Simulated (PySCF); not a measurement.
CuH⁺: mean field, correlation and small terms against distance

State: ²Σ⁺, doublet, unpaired electrons σ ↑. ROHF-based CCSD(T) in PySCF 2.14 with Cu cc-pVTZ-PP with ECP10, H cc-pVTZ and Cu cc-pVQZ-PP with ECP10, H cc-pVQZ (frozen core orbitals: 4; scalar-relativistic core potentials). Correlation energies are extrapolated as n⁻³ (n = 3, 4), Hartree–Fock as (n+1)·exp(−9√n). All energies in eV from Cu⁺ (3d10) + H.

```
 R (Å)  HF/CBS  CCSD corr.     (T)   total
1.2990  -0.214      -0.609  0.0925  -0.730
1.3581  -0.464      -0.504  0.1061  -0.862
1.4171  -0.617      -0.417  0.1158  -0.918
1.4761  -0.694      -0.346  0.1220  -0.918
1.5352  -0.709      -0.292  0.1247  -0.876
1.6090  -0.659      -0.248  0.1223  -0.785
1.6828  -0.552      -0.228  0.1117  -0.669
```

A fit to the total gives Re = 1.4457 Å, De = 0.924 eV, ωe = 1952.2 cm⁻¹, Be = 8.131 cm⁻¹ (masses 62.9296 and 1.0078 u).

Problem. At R = 1.4171 Å the CCSD correlation energy is -0.431808 hartree in the smaller basis and -0.464799 in the larger. Extrapolate it.

Solution. (4³·E4 − 3³·E3)/(4³ − 3³) = -0.48887 hartree; the larger basis holds 95.1 % of it.

The T1 diagnostic is 0.129, large enough to doubt a single reference. The state was picked by a PBE0 search and need not be the measured ground state. Spin–orbit coupling, excitations beyond (T) and corrections to the Born–Oppenheimer picture are left out.
